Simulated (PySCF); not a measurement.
Structure problem from calculated spectra and properties.

Formula: C8H11NSe.

* Dipole: 4.15 D [CAM-B3LYP/def2-SVPD]
* Rotational structure: rotational constants A, B, C: 2.195, 0.648, 0.561 GHz [PBE0-D3(BJ)/def2-SVP]
* NMR, other nuclei: isotropic shieldings of nuclei other than C and H, by class: -72 (1 N), 1242 (1 Se) ppm [GIAO PBE0/pcSseg-1]
* UV, first state: lowest singlet excitation: 4.56 eV (272 nm, f = 0.243) [TDDFT CAM-B3LYP/def2-SVPD]
* 13C NMR: chemical shifts (computed TMS as zero) by class: 179.4 (1 C), 166.7 (1 C), 158.9 (1 C), 135.0 (1 C), 129.5 (1 C), 37.4 (1 C), 29.7 (2 C) ppm [GIAO PBE0/pcSseg-1]
* Polarisability: 130.1 au [CAM-B3LYP/def2-SVPD]

The electronic properties come from PySCF, for the isolated species, density fitting. Levels stand in brackets. Isolated species at its PBE0-D3(BJ)/def2-SVP geometry (one conformer only). Relativistic effects, spin–orbit coupling among them, are left out although an element past zinc is present. NMR values are class means; diastereotopic atoms form classes of their own.

Q: Propose a structure and show how it fits.

A: Numbering: `[H]/[N:9]=[CH:8]\[c:7]1[cH:6][cH:5][c:4]([CH:2]([CH3:1])[CH3:3])[se:10]1`. 8 carbons fall into 7 classes; from least to most shielded: substituted aromatic carbon [C4] (179.4 ppm), imine carbon [C8] (166.7 ppm), substituted aromatic carbon [C7] (158.9 ppm), aromatic CH carbon [C6] (135.0 ppm), aromatic CH carbon [C5] (129.5 ppm), benzylic-type carbon [C2] (37.4 ppm), methyl carbon [C1/C3] (29.7 ppm, 2 C). The other shieldings belong to: -72 ppm, imine nitrogen [N9]; 1242 ppm, selenium bonded to 2 C [Se10]. S1 is mainly HOMO→LUMO (weight 0.83); the largest Löwdin shares of the orbital it empties are 0.22 on a substituted aromatic carbon, 0.20 on a substituted aromatic carbon, 0.14 on an aromatic CH carbon and 0.13 on the imine nitrogen, of the orbital it fills 0.15 on a substituted aromatic carbon, 0.15 on the imine nitrogen, 0.15 on an aromatic CH carbon and 0.13 on the selenium bonded to 2 C. The optimised geometry has point group Cs and is an asymmetric top. Structure: `N(/[H])=C/c1ccc([se]1)C(C)C`. Computed isomers that give other values at the same levels: `CC1=C(C)[C@@H](C)[C@H](C#N)[Se]1` (rotational constant A: 1.034 GHz; this holds for the one conformer computed); `c1cc(C2CCCC2)[se]n1` (13C chemical shifts (computed TMS as zero) by class: 200.1 (1 C), 164.0 (1 C), 125.1 (1 C), 42.2 (1 C), 41.6 (2 C), 29.7 (2 C) ppm). The assignments are read from this structure; whether some other isomer fits the data as well wasn't checked. NMR values of atoms bound to Se lack the spin–orbit term that these neighbours bring.

Shape of the structure used: `[H]/[N:9]=[CH:8]\[c:7]1[cH:6][cH:5][c:4]([CH:2]([CH3:1])[CH3:3])[se:10]1`: C1–C2–C4–C5 117°, C6–C7–C8–N9 180°.
